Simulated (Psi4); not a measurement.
cyclobutane (C4H8), singlet, at a GFN2-xTB geometry; PBE0/3-21G in Psi4 1.11.

Input for Psi4:
```
memory 2 GB

molecule mol {
0 1
  C    -0.006133    1.082956    0.058537
  C     0.006858   -1.082210    0.070938
  C    -1.082946   -0.006834   -0.058640
  C     1.082221    0.006088   -0.070834
  H    -0.015054    1.842315   -0.720769
  H    -0.003624    1.577299    1.027915
  H     0.007103   -1.850498   -0.699618
  H     0.015232   -1.565351    1.045915
  H    -1.842432   -0.006927    0.720592
  H    -1.577131   -0.015351   -1.028065
  H     1.850383    0.015110    0.699794
  H     1.565522    0.003404   -1.045765
}

set basis 3-21g
set reference rks
set diis_max_vecs 15

energy('pbe0')
print_variables()
```

Output, abridged:

```
   => Loading Basis Set <=

    Name: 3-21G
    Role: ORBITAL
    Keyword: BASIS

         ---------------------------------------------------------
                                   SCF
               by Justin Turney, Rob Parrish, Andy Simmonett
                          and Daniel G. A. Smith
                              RKS Reference
         ---------------------------------------------------------

  ==> Geometry <==

    Molecular point group: c1
    Full point group: C1

    Geometry (in Angstrom), charge = 0, multiplicity = 1:

       Center              X                  Y                   Z               Mass
    ------------   -----------------  -----------------  -----------------  -----------------
         C           -0.006132982023     1.082955982023     0.058536803930    12.000000000000
         C            0.006858017977    -1.082210017977     0.070937803930    12.000000000000
         C           -1.082945982023    -0.006834017977    -0.058640196070    12.000000000000
         C            1.082221017977     0.006087982023    -0.070834196070    12.000000000000
         H           -0.015053982023     1.842314982023    -0.720769196070     1.007825032230
         H           -0.003623982023     1.577298982023     1.027914803930     1.007825032230
         H            0.007103017977    -1.850498017977    -0.699618196070     1.007825032230
         H            0.015232017977    -1.565351017977     1.045914803930     1.007825032230
         H           -1.842431982023    -0.006927017977     0.720591803930     1.007825032230
         H           -1.577130982023    -0.015351017977    -1.028065196070     1.007825032230
         H            1.850383017977     0.015109982023     0.699793803930     1.007825032230
         H            1.565522017977     0.003403982023    -1.045765196070     1.007825032230

  Running in c1 symmetry.

  Rotational constants: A =      0.36215  B =      0.36215  C =      0.21083 [cm^-1]
  Rotational constants: A =  10857.10153  B =  10857.09567  C =   6320.56232 [MHz]
  Nuclear repulsion =  127.617879642978409

  Charge       = 0
  Multiplicity = 1
  Electrons    = 32
  Nalpha       = 16
  Nbeta        = 16

  ==> Algorithm <==

  SCF Algorithm Type is DF.
  DIIS enabled.
  MOM disabled.
  Fractional occupation disabled.
  Guess Type is SAD.
  Energy threshold   = 1.00e-06
  Density threshold  = 1.00e-06
  Integral threshold = 1.00e-12

  ==> Primary Basis <==

  Basis Set: 3-21G
    Blend: 3-21G
    Number of shells: 36
    Number of basis functions: 52
    Number of Cartesian functions: 52
    Spherical Harmonics?: false
    Max angular momentum: 1

  ==> DFT Potential <==

   => LibXC <=

    Version 7.1.2
    S. Lehtola, C. Steigemann, M. J. T. Oliveira, and M. A. L. Marques,  SoftwareX 7, 1–5 (2018) (10.1016/j.softx.2017.11.002)

   => Composite Functional: PBE0 <=

    PBE0 Hyb-GGA Exchange-Correlation Functional

    C. Adamo and V. Barone,  J. Chem. Phys. 110, 6158 (1999) (10.1063/1.478522)
    M. Ernzerhof and G. E. Scuseria,  J. Chem. Phys. 110, 5029 (1999) (10.1063/1.478401)

    Deriv               =              1
    GGA                 =           TRUE
    Meta                =          FALSE

    Exchange Hybrid     =           TRUE
    MP2 Hybrid          =          FALSE

   => Exchange Functionals <=

    0.7500   Perdew, Burke & Ernzerhof

   => Exact (HF) Exchange <=

    0.2500               HF

   => Correlation Functionals <=

    1.0000   Perdew, Burke & Ernzerhof

   => LibXC Density Thresholds  <==

    XC_HYB_GGA_XC_PBEH:  1.00E-15

   => Molecular Quadrature <=

    Radial Scheme          =       TREUTLER
    Pruning Scheme         =           NONE
    Nuclear Scheme         =       TREUTLER

    Blocking Scheme        =         OCTREE
    BS radius alpha        =              1
    Pruning alpha          =              1
    Radial Points          =             75
    Spherical Points       =            302
    Total Points           =         253728
[...]
    Weights Tolerance      =       1.00E-15

   => Loading Basis Set <=

    Name: (3-21G AUX)
    Role: JKFIT
    Keyword: DF_BASIS_SCF

  ==> Integral Setup <==

  SCF_SUBTYPE=INCORE selected. In-core MEM_DF algorithm will be used.
  Using in-core AOs.

  ==> MemDFJK: Density-Fitted J/K Matrices <==

    J tasked:                   Yes
    K tasked:                   Yes
    wK tasked:                   No
    Algorithm:                 Core
    Schwarz Cutoff:           1E-12
    Mask sparsity (%):       0.1479
    Fitting Condition:        1E-10

   => Auxiliary Basis Set <=

  Basis Set: (3-21G AUX)
    Blend: DEF2-UNIVERSAL-JKFIT
    Number of shells: 148
    Number of basis functions: 516
    Number of Cartesian functions: 516
    Spherical Harmonics?: false
    Max angular momentum: 4

  Minimum eigenvalue in the overlap matrix is 6.8954216703E-03.
  Reciprocal condition number of the overlap matrix is 1.3624386230E-03.
    Using symmetric orthogonalization.

  ==> Pre-Iterations <==

  SCF Guess: Superposition of Atomic Densities via on-the-fly atomic UHF (no occupation information).

   -------------------------
    Irrep   Nso     Nmo
   -------------------------
     A         52      52
   -------------------------
    Total      52      52
   -------------------------

  ==> Iterations <==

                           Total Energy        Delta E     RMS |[F,P]|

   @DF-RKS iter SAD:  -155.79628840666061   -1.55796e+02   0.00000e+00
   @DF-RKS iter   1:  -155.96252179804682   -1.66233e-01   1.19245e-02 DIIS/ADIIS
   @DF-RKS iter   2:  -155.93598919318313    2.65326e-02   1.25390e-02 DIIS/ADIIS
   @DF-RKS iter   3:  -156.16186206796885   -2.25873e-01   2.76991e-04 DIIS/ADIIS
   @DF-RKS iter   4:  -156.16199733602232   -1.35268e-04   2.82319e-05 DIIS
   @DF-RKS iter   5:  -156.16199876333286   -1.42731e-06   3.44105e-06 DIIS
   @DF-RKS iter   6:  -156.16199878093607   -1.76032e-08   1.51910e-07 DIIS
  Energy and wave function converged.

  ==> Post-Iterations <==

   Electrons on quadrature grid:
      Ntotal   =   31.9999943652 ; deviation = -5.635e-06

    Orbital Energies [Eh]
    ---------------------

    Doubly Occupied:

[...]
      16A     -0.311354

    Virtual:

[...]
    Final Occupation by Irrep:
              A
    DOCC [    16 ]
    NA   [    16 ]
    NB   [    16 ]

  @DF-RKS Final Energy:  -156.16199878093607

   => Energetics <=

    Nuclear Repulsion Energy =            127.6178796429784086
    One-Electron Energy =                -461.3224192798967351
    Two-Electron Energy =                 196.1328434078264422
    DFT Exchange-Correlation Energy =     -18.5903025518442178
    Empirical Dispersion Energy =           0.0000000000000000
    VV10 Nonlocal Energy =                  0.0000000000000000
    Total Energy =                       -156.1619987809360737

Computation Completed

Properties will be evaluated at   0.000000,   0.000000,   0.000000 [a0]

Properties computed using the SCF density matrix

 Multipole Moments:

 ------------------------------------------------------------------------------------
     Multipole            Electronic (a.u.)      Nuclear  (a.u.)        Total (a.u.)
 ------------------------------------------------------------------------------------

 L = 1.  Multiply by 2.5417464519 to convert [e a0] to [Debye]
 Dipole X            :          0.0000005           -0.0000008           -0.0000003
 Dipole Y            :         -0.0000007            0.0000008            0.0000001
 Dipole Z            :          0.0000028           -0.0000024            0.0000004
 Magnitude           :                                                    0.0000005

 ------------------------------------------------------------------------------------

  Variable Map:
  ----------------------------------------------------------------------------
[...]
  Array Variable Map:
  ----------------------------------------------------------------------------
[...]
[...]
```
